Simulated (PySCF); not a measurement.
## K₃O⁺ at several levels of theory

All levels use the PBE0 minimum (singlet; K–K 4.070 Å (×3), O–K 2.350 Å (×3); K–K–K 60.0° (×3), K–K–O 30.0° (×6), K–O–K 120.0° (×3)), basis [O def2-TZVP, K def2-TZVP], no relativity, density fitting, no spin–orbit coupling, PySCF. For vertical energies the ionised species is a doublet (spins chosen at PBE0 and kept) and the electron-attached one a doublet. Open shells are unrestricted, also as the reference of the correlated levels. A dash marks a value that was not computed or is not defined at that level.

```xyz
4
charge 1 multiplicity 1, angstrom
O     0.0000    0.0000    0.0000
K     2.3500    0.0000    0.0000
K    -1.1750    2.0352    0.0000
K    -1.1750   -2.0352    0.0000
```

| level | vertical IP (eV) | vertical EA (eV) | −ε(HOMO) (eV) | gap (eV) |
| --- | --- | --- | --- | --- |
| PBE0 | ? | ? | ? | ? |
| HF | ? | ? | ? | ? |
| MP2 | 9.41 | 2.76 | – | – |
| PBE | 9.62 | 3.16 | 6.29 | 1.82 |
| r2SCAN | 9.15 | 2.95 | 6.22 | 2.44 |
| B3LYP | 9.32 | 3.10 | 7.17 | 3.04 |
| TPSSh | 9.19 | 2.90 | 6.62 | 2.57 |
| M06-2X | 9.13 | 2.73 | 8.62 | 5.00 |
| MN15 | 9.03 | 2.88 | 7.93 | 5.10 |

**Question.** Fill in the row of PBE0.

**Answer.** vertical IP (eV) 9.12, vertical EA (eV) 2.98, −ε(HOMO) (eV) 7.30, gap (eV) 3.46.

**Question.** Fill in the row of HF.

**Answer.** vertical IP (eV) 6.82, vertical EA (eV) 2.44, −ε(HOMO) (eV) 10.03, gap (eV) 7.61.
